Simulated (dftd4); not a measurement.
GeI$_{2}$ (SMILES [I][Ge][I]), singlet, geometry from GFN2-xTB; D4 for blyp in dftd4 4.2.0.

The dftd4 input:
```
$ dftd4 mol.xyz --func blyp --charge 0 --json dftd4.json --noedisp --property

# file mol.xyz
3

Ge     0.00153259    -0.00969248     1.22657057
I      1.01567043    -1.73555606    -0.38529276
I     -1.01659577     1.74140812    -0.35527815
```

Output, abridged:

```
                    ____  _____ _____     ____  _  _
      -------------|  _ \|  ___|_   _|---|  _ \| || |------------
     |             | | | | |_    | | ___ | | | | || |_           |
     |             | |_| |  _|   | ||___|| |_| |__   _|          |
     |             |____/|_|     |_|     |____/   |_|            |
     |             ===================================           |
     |            E. Caldeweyher, S. Ehlert & S. Grimme          |
     |          Mulliken Center for Theoretical Chemistry        |
     |                    University of Bonn                     |
      -----------------------------------------------------------

Rational (Becke-Johnson) damping: blyp-D4-ATM
---------------------
  s6         1.0000
  s8         2.3408
  s9         1.0000
  a1         0.4449
  a2         4.0933
 alp        16.0000
--------------------

Atomic data, radii in Ångström:
------------------------------------------------------
   Z          R(cov)      r4/r2   hardness         EN
------------------------------------------------------
  32 Ge       1.4533     2.9321     0.3393     2.0100
  53 I        1.7600     2.9281     0.4104     2.6600
------------------------------------------------------

Atomic reference systems (in atomic units):
----------------------------------------------------------------------------
   Z        #      CN     q+Z       C6(AA)   #      CN     q+Z       C6(AA)
----------------------------------------------------------------------------
  32 Ge     1  0.0000 32.0000     367.7871   2  0.8994 32.0094     318.5431
            3  1.8553 31.9941     290.3410   4  2.7845 31.9684     236.2571
            5  3.7182 31.9355     189.5578
  53 I      1  0.0000 25.0000     353.7504   2  0.9124 24.8626     380.6589
----------------------------------------------------------------------------

Atomic properties (in atomic units):
----------------------------------------------------------------------------
     #    Z              CN          q      C6(AA)        C8(AA)   alpha(0)
----------------------------------------------------------------------------
     1   32 Ge       1.7466     0.3300    278.5605    25656.1565    34.3379
     2   53 I        0.9352    -0.1650    382.6556    35146.7292    33.7898
     3   53 I        0.9352    -0.1650    382.6556    35146.7292    33.7898
----------------------------------------------------------------------------

Molecular properties (in atomic units):
----------------------------------------
 molecular C6                3097.8755
 molecular C8              284771.8369
----------------------------------------

Dispersion energy:      -1.0620117897939E-02 Eh

[Info] JSON dump of results written to 'dftd4.json'
```
